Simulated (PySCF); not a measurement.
Cards and structures have been mixed up. Pair them.

Structures:
1. `C#C/P=C/F`
2. `C1CC[C@@H](C=1F)F`
3. `[SiH3]OC1=CC=NC=C1`
4. `[SiH3]C#C[SiH2]c1ccccc1`
5. `[Cl][Ti]([Cl])([Cl])[Br]`

Card P (geometry PBE0-D3(BJ)/def2-SVP):
* Rotational constants A, B, C: 2.142, 0.401, 0.343 GHz
* Static isotropic polarisability (B3LYP/def2-SVPD): 150.2 au
* Lowest triplet excitation (Tamm–Dancoff) (TDA B3LYP/def2-SVPD): 4.05 eV
* Lowest singlet excitation (TDDFT B3LYP/def2-SVPD): 5.21 eV (238 nm, f = 0.005)
* Dipole moment (B3LYP/def2-SVPD): 1.01 D
* Isotropic shieldings of nuclei other than C and H, by class (GIAO PBE0/pcSseg-1): 419 (1 Si), 448 (1 Si) ppm
* Strongest line among the 10 lowest singlet transitions (TDDFT B3LYP/def2-SVPD): S8 at 5.94 eV (209 nm, f = 0.049)

Card Q (geometry GFN2-xTB):
- Rotational constants A, B, C: 3.495, 2.869, 1.796 GHz
- Static isotropic polarisability (PBE0/def2-SVPD): 57.0 au
- Point group: C1
- Strongest line among the 6 lowest singlet transitions (TDDFT PBE0/def2-SVPD): S1 at 6.87 eV (180 nm, f = 0.175)
- HOMO energy (PBE0/def2-SVPD): -7.57 eV
- Isotropic shieldings of nuclei other than C and H, by class (GIAO PBE0/pcSseg-1): 302 (1 F), 365 (1 F) ppm
- 13C chemical shifts (computed TMS as zero) by class (GIAO PBE0/pcSseg-1): 171.4 (1 C), 118.8 (1 C), 96.9 (1 C), 33.4 (1 C), 28.9 (1 C) ppm

Card R (geometry GFN2-xTB):
* Rotational constants A, B, C: 5.264, 1.022, 0.864 GHz
* Static isotropic polarisability (wB97X-D/def2-SVPD): 91.2 au
* Dipole moment (wB97X-D/def2-SVPD): 2.68 D
* Isotropic shieldings of nuclei other than C and H, by class (GIAO PBE0/pcSseg-1): -73 (1 N), 235 (1 O), 391 (1 Si) ppm
* Point group: Cs
* 13C chemical shifts (computed TMS as zero) by class (GIAO PBE0/pcSseg-1): 168.7 (1 C), 157.0 (2 C), 117.3 (2 C) ppm
* HOMO energy (wB97X-D/def2-SVPD): -9.32 eV

Card S (geometry GFN2-xTB):
* Rotational constants A, B, C: 14.876, 2.112, 1.850 GHz
* Static isotropic polarisability (PBE0/def2-SVPD): 61.5 au
* Strongest line among the 8 lowest singlet transitions (TDDFT PBE0/def2-SVPD): S2 at 4.73 eV (262 nm, f = 0.155)
* Lowest singlet excitation (TDDFT PBE0/def2-SVPD): 4.56 eV (272 nm, f = 0.004)
* HOMO energy (PBE0/def2-SVPD): -7.27 eV
* Point group: Cs

Card T (geometry PBE0-D3(BJ)/def2-SVP):
* Rotational constants A, B, C: 1.175, 0.787, 0.784 GHz
* Static isotropic polarisability (CAM-B3LYP/def2-SVPD): 101.6 au
* Lowest triplet excitation (Tamm–Dancoff) (TDA CAM-B3LYP/def2-SVPD): 3.68 eV
* Point group: C3v
* Dipole moment (CAM-B3LYP/def2-SVPD): 0.21 D

All species are isolated and taken at one optimised geometry, non-relativistic unless stated. Electronic properties by PySCF. NMR classes are plain means over equivalent atoms (diastereotopic ones count apart unless rotation or inversion swaps them), as if these changed places fast.

**Question.** Which card belongs to which structure?

**Answer.** P = 4, Q = 2, R = 3, S = 1, T = 5. What ties each card to its structure:
- 1 (card S), C3H2FP, monoisotopic mass 88.0 u, 5 heavy atoms: an asymmetric top with C = 1.850 GHz, the highest such constant on the cards; polarisability 61.5 au for 44 electrons.
- 2 (card Q), C5H6F2, monoisotopic mass 104.0 u, 7 heavy atoms: 5 C in 5 classes; the least shielded carbon (171.4 ppm) is a vinylic C–F carbon; an asymmetric top with C = 1.796 GHz; polarisability 57.0 au for 54 electrons.
- 3 (card R), C5H7NOSi, monoisotopic mass 125.0 u, 8 heavy atoms: 5 C in 3 classes; the least shielded carbon (168.7 ppm) is an aromatic carbon bearing oxygen; an asymmetric top with C = 0.864 GHz; polarisability 91.2 au for 66 electrons; dipole 2.68 D.
- 4 (card P), C8H10Si2, monoisotopic mass 162.0 u, 10 heavy atoms: an asymmetric top with C = 0.343 GHz, the lowest such constant on the cards; polarisability 150.2 au for 86 electrons; dipole 1.01 D.
- 5 (card T), BrCl3Ti, monoisotopic mass 231.8 u, 5 heavy atoms: point group C3v; a prolate symmetric top (constants that symmetry makes equal differ by optimisation noise) with C = 0.784 GHz; polarisability 101.6 au for 108 electrons; dipole 0.21 D.
